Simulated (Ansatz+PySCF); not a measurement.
## singlet CuNH3(+): levels of theory in one basis

```yaml
atoms:
  - { symbol: N, position_ang: [0.0000, 0.0000, -1.5294] }
  - { symbol: H, position_ang: [1.0205, 0.0000, -1.9570] }
  - { symbol: H, position_ang: [-0.5103, 0.8838, -1.9570] }
  - { symbol: H, position_ang: [-0.5103, -0.8838, -1.9570] }
  - { symbol: Cu, position_ang: [0.0000, 0.0000, 0.5716] }
```

Basis set: def2-SVP (spherical functions). Correlated methods keep 6 orbitals frozen. Charge 1, multiplicity 1.

Computed with Ansatz (development build ahead of 0.2.0); each method stands on the lowest determinant of its kind that the runs found.

```tsv
method	E − E(RHF) (eV)	<S²> of the determinant
RHF	0.00	0.00
RHF-CCSD	-14.36	–
RHF-CCSD(T)	-14.85	–
```

Question: What does RHF-MP2 give on the same scale?

Answer: -15.02 eV.

Question: Is a single determinant a sound starting point here?

Answer: By this sign, yes. Unrestricted orbitals gain 0.00 eV and <S²> is 0.00 against 0.00 for a pure state.
